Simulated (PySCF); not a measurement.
**Polarisability and C₆ of Yb⁴⁸⁺ (ytterbium, charge +48)**

[Ar] 3d4, high-spin 5D determinant. All numbers are calculated (PySCF 2.14, the non-relativistic Hamiltonian (point nucleus), in an uncontracted even-tempered set (16 s from 11 bohr⁻², ratio 2.5; 10 p from 14 bohr⁻², ratio 2.5; 7 d from 14 bohr⁻², ratio 2.5; 4 f from 52 bohr⁻², ratio 2.7; 3 g from 78 bohr⁻², ratio 2.7)). Coupled (time-dependent) response in atomic units; α is the mean over directions.

| method | mean α (bohr³) | α xx, yy, zz | C₆ (like pair) | S(−4) |
| --- | --- | --- | --- | --- |
| UHF | 0.005036 | 0.005242, 0.005242, 0.004624 | 0.0003753 | 3.121e-05 |
| PBE0 | 0.005018 | 0.005230, 0.005230, 0.004594 | 0.0003744 | 3.091e-05 |

S(−4) is the Cauchy moment in α(ω) = α(0) + S(−4) ω² + …

Spin-orbit coupling is absent.

α(iu) at PBE0:

```json
{"u (hartree)": "0", "α(iu) (bohr³)": "0.005018"}
{"u (hartree)": "2.00", "α(iu) (bohr³)": "0.004898"}
{"u (hartree)": "4.00", "α(iu) (bohr³)": "0.004580"}
{"u (hartree)": "8.00", "α(iu) (bohr³)": "0.003711"}
{"u (hartree)": "12.0", "α(iu) (bohr³)": "0.002950"}
{"u (hartree)": "16.0", "α(iu) (bohr³)": "0.002417"}
{"u (hartree)": "20.0", "α(iu) (bohr³)": "0.002057"}
{"u (hartree)": "30.0", "α(iu) (bohr³)": "0.001562"}
{"u (hartree)": "40.0", "α(iu) (bohr³)": "0.001309"}
{"u (hartree)": "60.0", "α(iu) (bohr³)": "0.001014"}
{"u (hartree)": "100", "α(iu) (bohr³)": "0.0006708"}
```

A single London oscillator, α(iu) = α/(1 + u²/ω²), gives C₆ = (3/4) ω α². Matching the computed C₆ needs ω = 4 × 0.0003744 / (3 × 0.005018²) = 19.8 hartree.

For an ion, C₆ is the dispersion term alone; charge-induced terms of lower order in 1/R come first.

The components differ because the open shell of this determinant is not spherical; for a pure term their mean is the scalar polarisability.

A non-relativistic calculation at this Z misses sizeable relativistic shifts. Spin-orbit coupling is strong in this species (close to jj coupling), so the high-spin LS determinant is a model state, not a physical level.
